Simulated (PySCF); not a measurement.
# Shieldings and the share of exact exchange

Molecule: SMILES C=C1C[C@@H]1O[SiH3], C4H8OSi.

Numbering as in the mapped SMILES `[CH2:1]=[C:2]1[CH2:3][C@@H:4]1[O:5][SiH3:6]`. Each H is labelled by its parent atom. Ha(C1) is cis to C3; Ha(C3) is cis to O5 on the ring; Hb(C1) is trans to C3; Hb(C3) is trans to O5 on the ring.

GIAO shieldings (ppm, equivalent atoms averaged) in PySCF 2.14 on the PBE0-D3(BJ)/def2-SVP geometry, basis pcSseg-1, gas phase, non-relativistic:

| functional | exact exchange (%) | σ(C1) | σ(C4) | σ(C3) | σ(O5) |
| --- | --- | --- | --- | --- | --- |
| BLYP | 0 | 61.9 | 120.5 | 159.8 | 284.7 |
| BP86 | 0 | 65.3 | 125.2 | 164.0 | 290.8 |
| PBE | 0 | 65.5 | 125.5 | 164.3 | 290.3 |
| B3LYP | 20 | 64.3 | 127.5 | 164.9 | 297.8 |
| PBE0 | 25 | 68.4 | 133.5 | 170.2 | 305.4 |
| BHandHLYP | 50 | 68.3 | 136.5 | 171.5 | 313.1 |
| HF | 100 | 77.3 | 150.4 | 181.6 | 333.5 |

Task: Fit each shielding as a line in the percentage of exact exchange.

Result: σ(C1) = 63.8 + 0.13 x (rms 1.6 ppm); σ(C4) = 123.9 + 0.27 x (rms 2.0 ppm); σ(C3) = 162.8 + 0.19 x (rms 1.8 ppm); σ(O5) = 289.6 + 0.45 x (rms 2.7 ppm). The functionals also differ in their semilocal parts, which the line can't hold; Hartree–Fock has no correlation at all.

Task: What does the line predict for mPW1PW91 (25 %), and what does the run give?

Result: σ(C1): 67.0 predicted, 67.5 computed; σ(C4): 130.7 predicted, 132.8 computed; σ(C3): 167.6 predicted, 169.3 computed; σ(O5): 300.9 predicted, 304.9 computed ppm.
